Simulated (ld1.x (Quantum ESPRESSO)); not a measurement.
PBEsol TM dataset for boron (B), scalar-relativistic all-electron reference.

ld1.x (Quantum ESPRESSO) 7.5 input, shortened:

```
&input
   title='B', zed=5., rel=1, dft='PBESOL', iswitch=3,
   config='[He] 2s1 2p2'
 /
 &inputp
   pseudotype=2, tm=.true., lloc=0,
   nlcc=.false.
 /
2
2P  2  1   2.00   0.00  1.95  1.95  0.0
1S  1  0   2.00   0.00  0.30  0.30  0.0
 &test
   configts(1)='1s2 2s1 2p2'
 /
```

Occupied shells without a wave of their own: 2s. They enter only through the test configuration that unscreens the potential.

* Configuration tests: 1 of 7 tests not solved or not reliable; not counted: 1s1 2s2 2p1 (solver errors, printed error -6.5 eV)

A Bessel basis up to 400 Ry misses an occupied level by 0.13 Ry, so cutoffs and ghosts were not judged.
